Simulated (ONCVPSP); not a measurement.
# Configuration tests for rhodium (ONCV)

| Property | Result |
| --- | --- |
| Element | Rh |
| Generator | ONCVPSP 4.0.1 |
| Type | optimised norm-conserving Vanderbilt (ONCV) |
| Functional | PBE |
| Relativity | scalar-relativistic |
| Frozen core | [Ar] 3d10 |
| Valence charge | 17 |
| Reference configuration | 4s2 4p6 4d8.5 5s0.5 |
| Partial waves | 4s+5s: rc 1.80 bohr, ncon 4, nbas 8, qcut 6.5 1/bohr, 2 projectors; 4p: rc 1.80 bohr, ncon 3, nbas 7, qcut 8.5 1/bohr, local; 4d: rc 2.15 bohr, ncon 3, nbas 8, qcut 8.1 1/bohr, 2 projectors, debl 2.7 Ha |
| Local potential | the p channel |
| Core correction | none |

Energies are relative to the spin-unpolarised reference configuration 4s2 4p6 4d8.5 5s0.5; without spin polarisation the order of configurations can differ from experiment.

Task: Give the all-electron excitation energy and the error of the potential for: 4s2 4p6 4d8 5s1; 4s2 4p6 4d8 5s0; 4s2 4p6 4d7 5s0; 4s2 4p6 4d8 5s0 5p1.

Result:

```tsv
valence configuration	charge	ΔE all-electron (eV)	error AE − PS (meV)
4s2 4p6 4d8 5s1	0	0.631	+1.5
4s2 4p6 4d8 5s0	+1	8.091	-1.2
4s2 4p6 4d7 5s0	+2	27.602	+2.5
4s2 4p6 4d8 5s0 5p1	0	4.234	+125
```
